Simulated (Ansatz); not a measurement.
Abridged output of a molecular run in Ansatz:

```
Functional definition: HF
2166 factors; integrals over basis functions are off by at most 7.2e-4 eV
mean field evaluation 1: about -13596.3314 eV, gradient 3.1e1 eV
mean field evaluation 2: about -13596.3342 eV, gradient 3.1e1 eV
mean field evaluation 4: about -13600.5252 eV, gradient 3.2e0 eV
mean field evaluation 8: about -13600.6461 eV, gradient 2.7e-1 eV
mean field evaluation 16: about -13600.4646 eV, gradient 2.2e0 eV
mean field -13600.64868599 eV, -499.8146203594 hartree, gradient 1.8e-6 eV, S^2 0.759178; 4 other end points of the search recorded, 0 dependent functions left out
8 core orbitals not correlated: weight in the atoms' cores, before any rotation towards them, 1.000 or more for the frozen orbitals, at most 0.000 for the correlated occupied ones
reference -13600.64868599 eV, -499.8146203594 hartree; 13, 12 occupied and 340, 341 virtual orbitals, 2166 factors
second order -22.14498380 eV of doubles, -0.00000000 eV of singles
cycle   1  -22.23455617 eV  change   -9.0e-2 eV  update   8.9e-2
cycle   2  -22.67410732 eV  change   -4.4e-1 eV  update   2.7e-2
cycle   3  -22.78489676 eV  change   -1.1e-1 eV  update   1.6e-2
cycle   4  -22.77724358 eV  change    7.7e-3 eV  update   5.7e-3
cycle   5  -22.77515660 eV  change    2.1e-3 eV  update   4.0e-3
cycle   6  -22.77814939 eV  change   -3.0e-3 eV  update   1.8e-3
cycle   7  -22.77847974 eV  change   -3.3e-4 eV  update   1.0e-3
cycle   8  -22.77835431 eV  change    1.3e-4 eV  update   3.6e-4
cycle   9  -22.77848921 eV  change   -1.3e-4 eV  update   1.6e-4
cycle  10  -22.77838233 eV  change    1.1e-4 eV  update   8.9e-5
cycle  11  -22.77840497 eV  change   -2.3e-5 eV  update   6.3e-5
cycle  12  -22.77843323 eV  change   -2.8e-5 eV  update   4.8e-5
cycle  13  -22.77843224 eV  change    9.9e-7 eV  update   4.0e-5
cycle  14  -22.77844799 eV  change   -1.6e-5 eV  update   3.0e-5
perturbative correction -0.81778359 eV, -0.0300529925 hartree
Total energy: -13624.24491756 eV, -500.6817658756 hartree
Checks for a lower state left out: cluster_reference
```

Its atoms:

Z-matrix (Å, degrees):
```
Si
N 1 1.693
F 1 1.601 2 112.9
N 1 1.736 2 109.9 3 120.5
H 1 1.474 2 108.0 3 -118.3
H 2 1.005 1 124.8 3 -70.4
H 2 1.005 1 122.2 3 112.2
H 4 1.022 1 115.2 2 -72.9
```

Task: Which basis set was used?
A. def2-QZVPP
B. def2-SVPD
C. def2-TZVPP
D. cc-pV(D+d)Z

Result: A. It gives 361 functions.

Task: Write the keys of the input that set method, charge and spin (a neutral closed shell needs none for the last two).

Result: 
```yaml
magnetization: {spin_polarized: true, initial_magnetization: 1}
correlation: {method: ccsd_t}
scf: {omitted_lower_state_checks: [cluster_reference]}
```
